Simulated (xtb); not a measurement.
H9NSi3, charge -1, doublet, at the geometry of the source list (a state made from the parent by changing its charge; the spin is typed, not shown lowest); GFN1-xTB in xtb 6.7.1.

Input for xtb:
```
$ xtb mol.xyz --gfn 1 --chrg -1 --uhf 1 --json

# file mol.xyz
13

Si     0.29050000     1.65010000     0.46560000
N      0.02740000     0.03590000    -0.14180000
Si    -1.60230000    -0.50860000    -0.44500000
Si     1.31580000    -1.13630000    -0.04120000
H     -0.67150000     2.52910000    -0.19530000
H      0.09980000     1.69860000     1.91870000
H      1.66110000     2.02730000     0.12760000
H     -2.34510000     0.62040000    -1.00050000
H     -1.52560000    -1.60700000    -1.40550000
H     -2.23820000    -0.96780000     0.79390000
H      1.36620000    -1.74340000     1.29260000
H      1.05450000    -2.16190000    -1.04860000
H      2.56750000    -0.43640000    -0.32050000
```

### Question
Predict the main parts of the log of this xtb run.

### Answer

```
   ID    Z sym.   atoms
    1   14 Si     1, 3, 4
    2    7 N      2
    3    1 H      5-13

           -------------------------------------------------
          |                Calculation Setup                |
           -------------------------------------------------

molecular fragmentation (1/2 indicates fragments):
1111122122122
# atoms in fragment 1/2:     7     6
 fragment masses (1/2) :      101.29        6.05
CMA distance (Bohr)    :   0.729
constraining FC (au)   :  0.0500

           -------------------------------------------------
          |                 G F N 1 - x T B                 |
           -------------------------------------------------

          ...................................................
          :                      SETUP                      :
          :.................................................:
          :  # basis functions                  52          :
          :  # atomic orbitals                  49          :
          :  # shells                           29          :
          :  # electrons                        27          :
          :  # halogen bonds                     0          :
          :  max. iterations                   250          :
          :  Hamiltonian                  GFN1-xTB          :
          :  restarted?                      false          :
          :  GBSA solvation                  false          :
          :  PC potential                    false          :
          :  electronic temp.          300.0000000     K    :
          :  accuracy                    1.0000000          :
          :  -> integral cutoff          0.2500000E+02      :
          :  -> integral neglect         0.1000000E-07      :
          :  -> SCF convergence          0.1000000E-05 Eh   :
          :  -> wf. convergence          0.2000000E-04 e    :
          :  Broyden damping             0.4000000          :
          :  net charge                         -1          :
          :  unpaired electrons                  1          :
          ...................................................

 iter      E             dE          RMSdq      gap      omega  full diag
   1    -13.9078467 -0.139078E+02  0.599E+00    0.48       0.0  T
   2    -13.9445067 -0.366599E-01  0.358E+00    0.45       1.0  T
   3    -13.9441725  0.334108E-03  0.921E-01    0.38       1.0  T
   4    -13.9469705 -0.279800E-02  0.134E-01    0.40       1.0  T
   5    -13.9470614 -0.908615E-04  0.922E-03    0.41       3.0  T
   6    -13.9470616 -0.182245E-06  0.257E-03    0.41      10.8  T
   7    -13.9470616 -0.538466E-07  0.348E-04    0.41      79.8  T
   8    -13.9470616 -0.252310E-08  0.636E-05    0.41     435.9  T
   9    -13.9470616 -0.333937E-10  0.266E-05    0.41    1044.3  T

   *** convergence criteria satisfied after 9 iterations ***

         :::::::::::::::::::::::::::::::::::::::::::::::::::::
         ::                     SUMMARY                     ::
         :::::::::::::::::::::::::::::::::::::::::::::::::::::
         :: total energy             -13.833137724532 Eh    ::
         :: gradient norm              0.053566609562 Eh/a0 ::
         :: HOMO-LUMO gap              0.406368161849 eV    ::
         ::.................................................::
         :: SCC energy               -13.947061643699 Eh    ::
         :: -> electrostatic           0.100295940846 Eh    ::
         :: repulsion energy           0.119374331962 Eh    ::
         :: dispersion energy         -0.005450412794 Eh    ::
         :: halogen bond corr.         0.000000000000 Eh    ::
         :: add. restraining           0.000000000000 Eh    ::
         :: total charge              -1.000000000860 e     ::
         :::::::::::::::::::::::::::::::::::::::::::::::::::::

           -------------------------------------------------
          |                Property Printout                |
           -------------------------------------------------

[...]
        10        2.0000           -0.2916321              -7.9357
        11        2.0000           -0.2773345              -7.5467
        12        2.0000           -0.2773291              -7.5465
        13        2.0000           -0.2417073              -6.5772
        14        0.9995           -0.0355552              -0.9675 (HOMO)
        15        0.0003           -0.0206215              -0.5611 (LUMO)
        16        0.0003           -0.0206191              -0.5611
        17                          0.0005456               0.0148
        18                          0.0005545               0.0151
        19                          0.0161859               0.4404
        20                          0.0575880               1.5671
        21                          0.0575990               1.5673
        22                          0.0804633               2.1895
        23                          0.1009234               2.7463
        24                          0.1010262               2.7491
        25                          0.1010284               2.7491
       ...                                ...                  ...
        49                          1.9085436              51.9341
      -------------------------------------------------------------
                  HL-Gap            0.0149338 Eh            0.4064 eV
             Fermi-level           -0.0835242 Eh           -2.2728 eV

  Mulliken/CM5 charges         n(s)   n(p)   n(d)
     1Si    0.07700 -0.14171   1.161  2.070  0.691
     2N    -0.33814 -0.47957   1.483  3.855  0.000
     3Si    0.07691 -0.14182   1.161  2.071  0.691
     4Si    0.07692 -0.14183   1.161  2.071  0.691
     5H    -0.09779 -0.00846   1.098  0.000  0.000
     6H    -0.10199 -0.01478   1.102  0.000  0.000
     7H    -0.09780 -0.00849   1.098  0.000  0.000
     8H    -0.09779 -0.00847   1.098  0.000  0.000
     9H    -0.09779 -0.00846   1.098  0.000  0.000
    10H    -0.10197 -0.01476   1.102  0.000  0.000
    11H    -0.10198 -0.01477   1.102  0.000  0.000
    12H    -0.09780 -0.00847   1.098  0.000  0.000
    13H    -0.09777 -0.00842   1.098  0.000  0.000

Wiberg/Mayer (AO) data.
largest (>0.10) Wiberg bond orders for each atom

 ---------------------------------------------------------------------------
     #   Z sym  total        # sym  WBO       # sym  WBO       # sym  WBO
 ---------------------------------------------------------------------------
     1  14 Si   4.590 --     2 N    1.130     6 H    0.943     5 H    0.939
                             7 H    0.939     3 Si   0.302     4 Si   0.302
     2   7 N    3.483 --     1 Si   1.130     4 Si   1.130     3 Si   1.130
     3  14 Si   4.590 --     2 N    1.130    10 H    0.943     8 H    0.939
                             9 H    0.939     4 Si   0.302     1 Si   0.302
     4  14 Si   4.590 --     2 N    1.130    11 H    0.943    13 H    0.939
                            12 H    0.939     3 Si   0.302     1 Si   0.302
     5   1 H    0.992 --     1 Si   0.939
     6   1 H    0.988 --     1 Si   0.943
     7   1 H    0.992 --     1 Si   0.939
     8   1 H    0.992 --     3 Si   0.939
     9   1 H    0.992 --     3 Si   0.939
    10   1 H    0.988 --     3 Si   0.943
    11   1 H    0.988 --     4 Si   0.943
    12   1 H    0.992 --     4 Si   0.939
    13   1 H    0.992 --     4 Si   0.939
 ---------------------------------------------------------------------------

Topologies differ in total number of bonds
Writing topology from bond orders to xtbtopo.mol

 dipole moment from electron density (au)
     X       Y       Z
  -0.0136  -0.0179   0.0724  total (Debye):    0.193

           -------------------------------------------------
          | TOTAL ENERGY              -13.833137724532 Eh   |
          | GRADIENT NORM               0.053566609562 Eh/α |
          | HOMO-LUMO GAP               0.406368161849 eV   |
           -------------------------------------------------

normal termination of xtb
```
